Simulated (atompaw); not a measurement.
## Before and after: PAW (atompaw) potential for nitrogen

- Element: nitrogen
- Generator: atompaw 4.2.0.5
- Type: PAW
- Functional: PBE
- Relativity: non-relativistic
- Frozen core: [He]
- Valence charge: 5
- Reference configuration: 2s2 2p3
- Partial waves: 2s (bound): rc 1.60 bohr; 2s channel at -0.75 Ry: rc 1.60 bohr; 2p (bound): rc 1.60 bohr; 2p channel at 1.35 Ry: rc 1.60 bohr; 3d channel at 0.05 Ry: rc 1.45 bohr
- Local potential: troulliermartins scheme with l = 3 at 0 Ry, radius 1.10 bohr
- Core correction: smooth core density matched at 1.40 bohr
- Augmentation charge: sinc compensation charge, radius 1.25 bohr; PAW radius 1.60 bohr; waves and projectors: custom polynom gramschmidtortho

Change: local potential bessel scheme, radius 1.10 bohr.

Cutoffs: the cutoffs (Ry, on a coarse ladder) from which the occupation-weighted sum of valence levels, in a spherical-Bessel basis at the reference potential, stays within 10 and 1 mRy of its value at 400 Ry; they do not see the model core or the augmentation charge, which bear on the density cutoff.

Q: What does the change do?

A: The potential gets neither clearly harder nor softer (25 Ry and 40 Ry → 25 Ry and 45 Ry); the range in which the d phases agree widens (upper end 3.1 → at the end of the scan); neither file shows a bound ghost.

| quantity | base | changed |
| --- | --- | --- |
| cutoff, loose | 25 Ry | 25 Ry |
| cutoff, tight | 40 Ry | 45 Ry |
| bound ghosts | none | none |
| s: phases at 1.60 bohr within 0.05 rad from the reference energy up to (Ry; the scan ends near 5) | to the end of the scan | to the end of the scan |
| p: phases at 1.60 bohr within 0.05 rad from the reference energy up to (Ry; the scan ends near 5) | to the end of the scan | to the end of the scan |
| d: phases at 1.60 bohr within 0.05 rad from the reference energy up to (Ry; the scan ends near 5) | 3.1 | to the end of the scan |
| lowest overlap eigenvalue by channel | s 0.44, p 0.93, d 1.00 | s 0.55, p 0.93, d 1.00 |

 The cutoffs see the waves, projectors and local potential, not the compensation charge or the core.
